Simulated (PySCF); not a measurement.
Atom-mapped SMILES (the numbers label the heavy atoms): `[BH2:1][NH:2][B:3]([F:4])[NH:5][CH3:6]`. Each H is labelled by its parent atom.

Geometry: PBE0-D3(BJ)/def2-SVP; GIAO shifts from PySCF 2.14.0 with density-fitted response routines, gas phase, non-relativistic, averaged over equivalent atoms.

At BHandHLYP/pcSseg-1 (137 basis functions, 10 s wall time on 1 thread of an Arm Neoverse V1, shared host):
```
atoms  δ (ppm)
   B1     44.4
   B3     24.3
   N2    141.4
   N5     58.0
   F4   -125.6
   C6     27.1
H(N2)     5.03
H(B1)     4.91
H(C6)     2.74
H(N5)     2.71
```

Referencing at the same level of theory: BF3·OEt2 for 11B (σref 104.59); NH3 for 15N (σref 265.03); CFCl3 for 19F (σref 204.31); TMS for 13C (σref 183.98), 1H (σref 31.44).

Q: What do these become at PBE0/aug-cc-pVDZ?

A: 
```tsv
atoms	δ at PBE0/aug-cc-pVDZ	change
B1	40.8	-3.6
B3	21.3	-3.0
N2	133.1	-8.3
N5	57.1	-0.9
F4	-137.4	-11.8
C6	26.5	-0.6
H(N2)	5.34	+0.31
H(B1)	5.39	+0.48
H(C6)	2.82	+0.08
H(N5)	2.99	+0.28
```

Scale: BF3·OEt2 for 11B (σref 110.17); NH3 for 15N (σref 269.84); 19F (σref 194.15) against CFCl3; TMS for 13C (σref 195.12), 1H (σref 31.39) (reference shieldings calculated alike).

The largest change is at F4 (fluorine bonded to B). Cost: 201 basis functions, 24 s wall time on 1 thread of an Arm Neoverse V1, shared host.

Unscaled 19F shifts against computed CFCl3 carry errors that often reach 10 to 50 ppm. Experimental scales use liquid or dissolved standards, which lie at an offset from isolated NH3 (liquid NH3: subtract about 20 ppm).
